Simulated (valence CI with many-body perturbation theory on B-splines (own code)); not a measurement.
**Level structure of Cu²³⁺**

Computed by relativistic CI+MBPT: four valence electrons over a frozen Dirac-Fock core [He], a basis of 11 s, 11 p, 9 d, 7 f, 5 g, 2 h, 1 i functions for each j, with the one-electron correlation potential Σ1, the two-electron term Σ2, the three-electron term Σ3, Breit, model QED; selected CI, second order for the rest (own B-spline code, finite nucleus).

No measured levels were compared; by estimate levels of excited configurations hold to 0.05 to 0.15 % of their energy, terms of the ground configuration to about 0.5 %. Among the levels kept, up to 280 cm⁻¹ of a level comes from second order outside the variational space, and about a tenth of that is noise between levels of different J, which matters for small intervals.

Levels 91 to 115 of 115, with energies above the lowest level, 2s2 2p2 3P_0. "Leading %" is the weight of the configuration and term that name the level; weights of strongly mixed levels are sums over their largest components and can fall short. In the jj column 3d3/2^4 stands for four electrons in 3d with j = 3/2. Lifetimes count E1, E2, E3, M1 and M2 decay at the calculated energies, and are blank where another channel may lead or the interval is too uncertain; long ones can be off by a factor of two.

| No. | Configuration | Term | J | E (eV) | Leading % | Lifetime | Leading jj | Second component |
| --- | --- | --- | --- | --- | --- | --- | --- | --- |
| 91 | 2s 2p2 3p | 3F° | 3 | 1374.3 | 86 | 743 fs | 2s 2p1/2 2p3/2 3p3/2 (61 %) | 8 % 2s 2p2 3p 3D° |
| 92 | 2s 2p2 3d | 5P | 2 | 1375.0 | 68 | 27.7 fs | 2s 2p1/2 2p3/2 3d3/2 (51 %) | 21 % 2s 2p2 3d 5D |
| 93 | 2s 2p2 3d | 3F | 3 | 1375.3 | 56 | 53.7 fs | 2s 2p1/2 2p3/2 3d5/2 (44 %) | 27 % 2s 2p2 3d 5D |
| 94 | 2s 2p2 3d | 5P | 1 | 1376.0 | 83 | 23.4 fs | 2s 2p1/2 2p3/2 3d3/2 (58 %) | 7 % 2s 2p2 3d 5D |
| 95 | 2s 2p2 3p | 1D° | 2 | 1376.4 | 40 | 156 fs | 2s 2p1/2 2p3/2 3p3/2 (67 %) | 28 % 2s 2p2 3p 3F° |
| 96 | 2s 2p2 3p | 3P° | 0 | 1378.6 | 63 | 312 fs | 2s 2p1/2 2p3/2 3p1/2 (53 %) | 35 % 2s 2p2 3p 1S° |
| 97 | 2s 2p2 3p | 3D° | 2 | 1379.1 | 73 | 401 fs | 2s 2p3/2^2 3p1/2 (51 %) | 16 % 2s 2p2 3p 3P° |
| 98 | 2s 2p2 3s | 3S | 1 | 1379.5 | 57 | 200 fs | 2s 2p3/2^2 3s (79 %) | 34 % 2s 2p2 3s 3P |
| 99 | 2s 2p2 3p | 1F° | 3 | 1380.2 | 82 | 85.9 fs | 2s 2p3/2^2 3p3/2 (32 %) | 13 % 2s 2p2 3p 3D° |
| 100 | 2s 2p2 3p | 3F° | 4 | 1380.5 | 90 | 62.4 ps | 2s 2p3/2^2 3p3/2 (64 %) | 10 % 2s 2p2 3p 5D° |
| 101 | 2s 2p2 3d | 3P | 0 | 1381.0 | 89 | 57.5 fs | 2s 2p1/2 2p3/2 3d5/2 (49 %) | 6 % 2s 2p2 3d 5D |
| 102 | 2s 2p2 3p | 1P° | 1 | 1381.1 | 33 | 194 fs | 2s 2p1/2 2p3/2 3p3/2 (74 %) | 29 % 2s 2p2 3p 3D° |
| 103 | 2s 2p2 3s | 3P | 2 | 1381.7 | 86 | 238 fs | 2s 2p3/2^2 3s (79 %) | 5 % 2s 2p2 3s 1D |
| 104 | 2s 2p2 3p | 3D° | 3 | 1382.4 | 93 | 1.19 ps | 2s 2p1/2 2p3/2 3p3/2 (40 %) | 5 % 2s 2p2 3p 5P° |
| 105 | 2s 2p2 3p | 3P° | 1 | 1383.5 | 57 | 321 fs | 2s 2p1/2 2p3/2 3p3/2 (32 %) | 11 % 2s 2p2 3p 3D° |
| 106 | 2s 2p2 3s | 1P | 1 | 1383.6 | 72 | 126 fs | 2s 2p3/2^2 3s (76 %) | 14 % 2s 2p2 3s 3P |
| 107 | 2s 2p2 3p | 3P° | 0 | 1383.9 | 97 | 1.11 ps | 2s 2p1/2 2p3/2 3p3/2 (64 %) |  |
| 108 | 2s 2p2 3d | 3F | 4 | 1383.9 | 76 | 54.1 fs | 2s 2p3/2^2 3d5/2 (37 %) | 11 % 2s 2p2 3d 5D |
| 109 | 2s 2p2 3s | 1S | 0 | 1386.0 | 74 | 351 fs | 2s 2p3/2^2 3s (88 %) | 23 % 2s 2p2 3s 3P |
| 110 | 2s 2p2 3d | 3D | 2 | 1386.1 | 65 | 51.6 fs | 2s 2p1/2 2p3/2 3d5/2 (56 %) | 10 % 2s 2p2 3d 3P |
| 111 | 2s 2p2 3d | 3D | 1 | 1386.1 | 74 | 47.4 fs | 2s 2p1/2 2p3/2 3d5/2 (68 %) | 17 % 2s 2p2 3d 3P |
| 112 | 2s 2p2 3d | 3D | 3 | 1387.0 | 81 | 39.5 fs | 2s 2p1/2 2p3/2 3d5/2 (46 %) | 8 % 2s 2p2 3d 1F |
| 113 | 2s 2p2 3p | 1P° | 1 | 1387.9 | 39 | 155 fs | 2s 2p1/2 2p3/2 3p1/2 (39 %) | 34 % 2s 2p2 3p 3D° |
| 114 | 2s 2p2 3p | 3P° | 2 | 1389.3 | 58 | 264 fs | 2s 2p3/2^2 3p3/2 (49 %) | 16 % 2s 2p2 3p 3D° |
| 115 | 2s 2p2 3p | 3P° | 2 | 1391.0 | 44 | 278 fs | 2s 2p1/2 2p3/2 3p3/2 (46 %) | 29 % 2s 2p2 3p 3D° |

Names give the largest LS component (configuration and term), which can be under half, so a name can repeat, a term be missing and a line seem to break the LS rules; names also repeat where a configuration has a term twice.
